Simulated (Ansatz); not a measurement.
Ga5As4, 9 atoms. Hardware: 6 threads of Intel Xeon on a shared host.

**Question.** How many basis functions does each of these Ansatz runs have, and roughly what does it cost? r2SCAN-D4/def2-TZVP, charge 1 singlet at the geometry of the charge 0 doublet, energy, from earlier orbitals; r2SCAN-D4/def2-SVP, charge 0 doublet, energy, from earlier orbitals; r2SCAN-D4/def2-SVP, charge -1 triplet at the geometry of the charge 0 doublet, energy, from earlier orbitals; PBE0-D4/def2-TZVP, charge 1 singlet at the geometry of the charge 0 doublet, energy; PBE-D4/def2-SVP, charge -1 triplet at the geometry of the charge 0 doublet, energy; PBE-D4/def2-SVP, charge 0 doublet, energy and forces, from earlier orbitals; r2SCAN-D4/def2-SVP, charge 0 quartet, relaxation, 16 steps; r2SCAN-D4/def2-SVP, charge 0 quartet, energy, from earlier orbitals; r2SCAN-D4/def2-TZVP, charge -1 singlet at the geometry of the charge 0 doublet, energy, from earlier orbitals; r2SCAN-D4/def2-SVP, charge 0 doublet, relaxation, 18 steps; PBE-D4/def2-TZVP, charge 1 singlet at the geometry of the charge 0 doublet, energy, from earlier orbitals; PBE0-D4/def2-TZVP, charge -1 singlet at the geometry of the charge 0 doublet, energy.

**Answer.** Other jobs shared the machine, so times can vary by a factor of up to 3.

```tsv
run	functions	fitting or Cholesky vectors	wall time	peak host memory (GiB)
PBE-D4/def2-TZVP, charge 1 singlet at the geometry of the charge 0 doublet, energy, from earlier orbitals	432	3332	24 s	2
PBE-D4/def2-SVP, charge -1 triplet at the geometry of the charge 0 doublet, energy	288	3227	28 s	1.1
PBE-D4/def2-SVP, charge 0 doublet, energy and forces, from earlier orbitals	288	3227	41 s	1.1
r2SCAN-D4/def2-TZVP, charge -1 singlet at the geometry of the charge 0 doublet, energy, from earlier orbitals	432	3332	53 s	2
r2SCAN-D4/def2-TZVP, charge 1 singlet at the geometry of the charge 0 doublet, energy, from earlier orbitals	432	3332	55 s	2
r2SCAN-D4/def2-SVP, charge -1 triplet at the geometry of the charge 0 doublet, energy, from earlier orbitals	288	3227	66 s	1.2
r2SCAN-D4/def2-SVP, charge 0 quartet, energy, from earlier orbitals	288	3227	67 s	1.2
r2SCAN-D4/def2-SVP, charge 0 doublet, energy, from earlier orbitals	288	3227	71 s	1.2
PBE0-D4/def2-TZVP, charge -1 singlet at the geometry of the charge 0 doublet, energy	432	2939	86 s	3.6
PBE0-D4/def2-TZVP, charge 1 singlet at the geometry of the charge 0 doublet, energy	432	2939	95 s	3.6
r2SCAN-D4/def2-SVP, charge 0 quartet, relaxation, 16 steps	288	3227	11 min	1.1
r2SCAN-D4/def2-SVP, charge 0 doublet, relaxation, 18 steps	288	3227	15 min	1.1
```
